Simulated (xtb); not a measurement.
dichloro(silyl)silane (Cl2H4Si2), SMILES [SiH3][SiH](Cl)Cl. All values are semi-empirical tight-binding results from xtb (GFN2-xTB unless named), good for trends rather than for accurate numbers. Geometry optimised at GFN2-xTB.

Optimised geometry:

```xyz
8

Si    -2.1353    -0.1372     0.0000
Si     0.0889     0.5209     0.0000
Cl     1.0657    -0.1915    -1.6330
Cl     1.0657    -0.1915     1.6330
H     -2.3007    -1.5931     0.0000
H     -2.8205     0.3864    -1.1833
H     -2.8205     0.3864     1.1833
H      0.3580     1.9583     0.0000
```

| Quantity | Value |
|---|---|
| point group as xtb finds it | Cs |
| orbital gap | 4.36 eV |
| dipole moment | 1.88 D |
| zero-point energy | 21.9 kcal/mol |
| G − E(el) at 298.15 K (modified RRHO) | 1.2 kcal/mol |
| static polarisability (D4 model) | 84.5 bohr³ |
| solvation energy, GFN2-xTB/ALPB(water) | -1.6 kcal/mol |
| solvation energy, GFN2-xTB/ALPB(methanol) | -4.4 kcal/mol |

Computed atomic charges and the Wiberg bond orders between heavy atoms:
charges (e) Si1 0.39, Si2 0.45, Cl3 -0.26, Cl4 -0.26, H5 -0.08, H6 -0.09, H7 -0.09, H8 -0.05. Bond orders Si1–Si2 0.80, Si2–Cl3 1.09, Si2–Cl4 1.09.
